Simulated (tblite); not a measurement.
C₅H₁₄SSi₂.
SMILES with atom numbers: `[CH3:1][S:2][C@H:3]1[CH2:4][C@@H:5]([SiH2:6][SiH3:7])[CH2:8]1` (hydrogens: H9, H10, H11 on C1; H12 on C3; H13, H14 on C4; H15 on C5; H16, H17 on Si6; H18, H19, H20 on Si7; H21, H22 on C8)

Computed with GFN2-xTB (tblite), gas phase: L-BFGS steps from a force-field or distance-geometry start until the largest atomic force falls under 0.01 eV/Å.

Step 28: E = -666.9350 eV
```
atom  x, y, z in Å  |  force x, y, z in eV/Å
C1     -2.8721    1.1452   -0.2358   -0.006  -0.003   0.008
S2     -3.0715   -0.6340   -0.5521   -0.033   0.054   0.006
C3     -1.3835   -1.2849   -0.3948    0.001  -0.038  -0.005
C4     -0.1738   -0.5547   -0.9791    0.025  -0.011   0.031
C5      0.6450   -1.1237    0.1983    0.008  -0.015   0.031
Si6     2.0609   -0.1065    0.9787   -0.017   0.034  -0.058
Si7     2.7920    1.5714   -0.4334    0.006   0.022  -0.017
C8     -0.6802   -1.3276    0.9634    0.019   0.012  -0.020
H9     -2.1925    1.3080    0.5952   -0.009  -0.028  -0.004
H10    -3.8628    1.5070    0.0211    0.021   0.040   0.004
H11    -2.5197    1.6464   -1.1341    0.026  -0.021   0.031
H12    -1.4742   -2.2877   -0.8113   -0.020  -0.044  -0.031
H13    -0.2773    0.5286   -0.9177   -0.003  -0.016  -0.012
H14     0.1308   -0.8284   -1.9882   -0.016  -0.004   0.012
H15     1.0289   -2.1058   -0.0906   -0.014   0.004  -0.013
H16     3.1060   -1.0832    1.3092    0.037  -0.003   0.043
H17     1.5708    0.4083    2.2640   -0.036   0.013   0.029
H18     2.4335    2.8990    0.0763   -0.018  -0.002  -0.024
H19     4.2452    1.5902   -0.6146   -0.014  -0.030   0.025
H20     2.2135    1.4593   -1.7768    0.005   0.028   0.001
H21    -0.7919   -2.2380    1.5506    0.003   0.039  -0.027
H22    -0.9375   -0.4696    1.5853    0.035  -0.030  -0.010
```

Step 29: E = -666.9360 eV
```
atom  x, y, z in Å  |  force x, y, z in eV/Å
C1     -2.8710    1.1466   -0.2345   -0.001   0.010   0.011
S2     -3.0731   -0.6322   -0.5524   -0.017   0.058   0.007
C3     -1.3858   -1.2869   -0.3964    0.017  -0.033   0.014
C4     -0.1741   -0.5576   -0.9779    0.014  -0.009   0.005
C5      0.6445   -1.1243    0.2003    0.006  -0.012   0.006
Si6     2.0601   -0.1049    0.9787   -0.014   0.031  -0.061
Si7     2.7919    1.5727   -0.4338    0.011   0.040  -0.035
C8     -0.6819   -1.3296    0.9617    0.029  -0.004   0.002
H9     -2.1925    1.3085    0.5981   -0.019  -0.035  -0.014
H10    -3.8621    1.5099    0.0210    0.038   0.035  -0.003
H11    -2.5151    1.6485   -1.1317    0.014  -0.031   0.043
H12    -1.4795   -2.2899   -0.8129   -0.012  -0.028  -0.027
H13    -0.2777    0.5253   -0.9181   -0.005  -0.004  -0.015
H14     0.1313   -0.8335   -1.9855   -0.006   0.001  -0.010
H15     1.0314   -2.1048   -0.0892   -0.018  -0.007  -0.008
H16     3.1082   -1.0799    1.3083    0.022   0.006   0.044
H17     1.5691    0.4134    2.2623   -0.034   0.009   0.033
H18     2.4328    2.9021    0.0755   -0.008  -0.027  -0.033
H19     4.2470    1.5885   -0.6118   -0.041  -0.026   0.025
H20     2.2150    1.4620   -1.7797    0.017   0.029   0.027
H21    -0.7903   -2.2412    1.5464   -0.013   0.023  -0.005
H22    -0.9385   -0.4732    1.5853    0.021  -0.024  -0.006
```

Step 30: E = -666.9369 eV
```
atom  x, y, z in Å  |  force x, y, z in eV/Å
C1     -2.8700    1.1482   -0.2331    0.005   0.018   0.013
S2     -3.0750   -0.6294   -0.5526    0.008   0.035   0.007
C3     -1.3879   -1.2894   -0.3977    0.024  -0.019   0.023
C4     -0.1741   -0.5608   -0.9767   -0.004  -0.007  -0.023
C5      0.6440   -1.1250    0.2024    0.006  -0.006  -0.024
Si6     2.0591   -0.1025    0.9778   -0.004   0.023  -0.035
Si7     2.7922    1.5749   -0.4349    0.008   0.040  -0.037
C8     -0.6832   -1.3321    0.9601    0.028  -0.020   0.017
H9     -2.1928    1.3083    0.6009   -0.018  -0.036  -0.008
H10    -3.8608    1.5135    0.0208    0.039   0.034  -0.005
H11    -2.5103    1.6502   -1.1286    0.010  -0.030   0.038
H12    -1.4853   -2.2925   -0.8149   -0.003  -0.004  -0.017
H13    -0.2781    0.5220   -0.9192   -0.007   0.002  -0.017
H14     0.1318   -0.8390   -1.9831    0.003   0.004  -0.028
H15     1.0337   -2.1039   -0.0877   -0.017  -0.021  -0.004
H16     3.1106   -1.0766    1.3082   -0.004   0.027   0.039
H17     1.5672    0.4187    2.2612   -0.026  -0.002   0.017
H18     2.4322    2.9048    0.0739   -0.002  -0.036  -0.036
H19     4.2482    1.5869   -0.6088   -0.049  -0.021   0.024
H20     2.2170    1.4655   -1.7822    0.021   0.028   0.035
H21    -0.7892   -2.2446    1.5421   -0.025  -0.001   0.020
H22    -0.9395   -0.4777    1.5858    0.007  -0.011   0.000
```

Problem. Estimate the geometry and energy of step 31. (The exact step hangs on the optimiser's Hessian estimate; all steps are aligned on step 30, rigid shifts and turns removed.)

Solution. E = -666.9376 eV, largest force 0.065 eV/Å
```
atom  x, y, z in Å  |  force x, y, z in eV/Å
C1     -2.8690    1.1497   -0.2316    0.010   0.017   0.014
S2     -3.0765   -0.6263   -0.5527    0.029   0.000   0.007
C3     -1.3894   -1.2918   -0.3983    0.021   0.000   0.020
C4     -0.1742   -0.5638   -0.9761   -0.016  -0.005  -0.040
C5      0.6437   -1.1258    0.2037    0.008  -0.001  -0.043
Si6     2.0582   -0.1000    0.9764    0.003   0.014  -0.001
Si7     2.7925    1.5774   -0.4364   -0.002   0.022  -0.022
C8     -0.6838   -1.3346    0.9591    0.020  -0.027   0.021
H9     -2.1934    1.3074    0.6033   -0.005  -0.031   0.011
H10    -3.8591    1.5173    0.0205    0.028   0.036  -0.004
H11    -2.5058    1.6513   -1.1252    0.013  -0.018   0.020
H12    -1.4906   -2.2946   -0.8169    0.004   0.018  -0.005
H13    -0.2784    0.5191   -0.9206   -0.009   0.003  -0.018
H14     0.1323   -0.8438   -1.9815    0.007   0.007  -0.037
H15     1.0354   -2.1035   -0.0864   -0.014  -0.031  -0.002
H16     3.1126   -1.0731    1.3089   -0.030   0.048   0.031
H17     1.5651    0.4233    2.2605   -0.016  -0.013  -0.008
H18     2.4317    2.9066    0.0717   -0.002  -0.025  -0.032
H19     4.2484    1.5853   -0.6059   -0.037  -0.016   0.019
H20     2.2192    1.4691   -1.7838    0.017   0.026   0.023
H21    -0.7888   -2.2478    1.5387   -0.028  -0.022   0.039
H22    -0.9405   -0.4821    1.5864   -0.002   0.001   0.006
```

The energy changes by -0.0008 eV. The first-order estimate −F·Δx gives -0.0011 eV and the mean of the old and new forces, exact on a quadratic surface, -0.0008 eV. The step makes an angle of 71° with the force vector and moves no atom by more than 0.006 Å.

The cost below is that of the whole relaxation. Time: 1.8 s wall. Hardware: one thread, Arm Neoverse V1 (aarch64), no GPU, shared host with 32 logical CPUs at a one-minute load of 10.
